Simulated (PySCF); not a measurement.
C4H9NSi.

```xyz
15

N      2.3854    -0.0530     0.6068
Si     1.3148     0.0326    -0.7626
C     -0.4314    -0.0112    -0.1099
C     -0.9372    -0.3483     1.1012
C     -2.3770    -0.0739     0.7342
C     -1.8164     0.3194    -0.6708
H      2.3463     0.6874     1.3047
H      3.3507    -0.3390     0.4578
H      1.6351    -1.1448    -1.6198
H      1.4426     1.2428    -1.6388
H     -0.4626    -0.6974     2.0239
H     -2.8683     0.7455     1.2874
H     -3.0510    -0.9480     0.7444
H     -1.9711     1.3731    -0.9572
H     -2.1555    -0.3210    -1.5023
```
Charge 0, spin multiplicity 1.

Coordinates come from a TPSSh-D3(BJ)/def2-SVP optimisation. This is a generated structure with no PubChem entry under its InChIKey; it may be hypothetical. The values are those of a single conformer.

These are PBE/pcSseg-1 (PySCF) values and carry that method's errors. Non-relativistic, no solvent.

Computed absolute GIAO shielding of each atom: isotropic value and principal components (ppm):
| atom | σ(iso) | σ11 | σ22 | σ33 | span |
|---|---|---|---|---|---|
| N1 | 258.5 | 220.7 | 257.7 | 297.1 | 76.4 |
| Si2 | 387.8 | 338.7 | 374.7 | 450.0 | 111.3 |
| C3 | 22.6 | -86.9 | 18.0 | 136.8 | 223.8 |
| C4 | 17.5 | -101.7 | 12.0 | 142.1 | 243.8 |
| C5 | 142.3 | 132.2 | 143.0 | 151.5 | 19.3 |
| C6 | 142.8 | 127.9 | 145.9 | 154.4 | 26.5 |
| H7 | 31.4 | 24.2 | 28.3 | 41.7 | 17.5 |
| H8 | 31.1 | 23.9 | 26.8 | 42.7 | 18.7 |
| H9 | 26.2 | 23.6 | 24.7 | 30.5 | 6.9 |
| H10 | 26.1 | 22.4 | 24.9 | 30.9 | 8.5 |
| H11 | 24.0 | 22.1 | 23.6 | 26.2 | 4.0 |
| H12 | 28.4 | 25.6 | 26.7 | 32.8 | 7.2 |
| H13 | 28.3 | 25.4 | 26.7 | 32.8 | 7.4 |
| H14 | 28.4 | 26.0 | 27.0 | 32.3 | 6.4 |
| H15 | 28.4 | 25.8 | 27.0 | 32.5 | 6.7 |
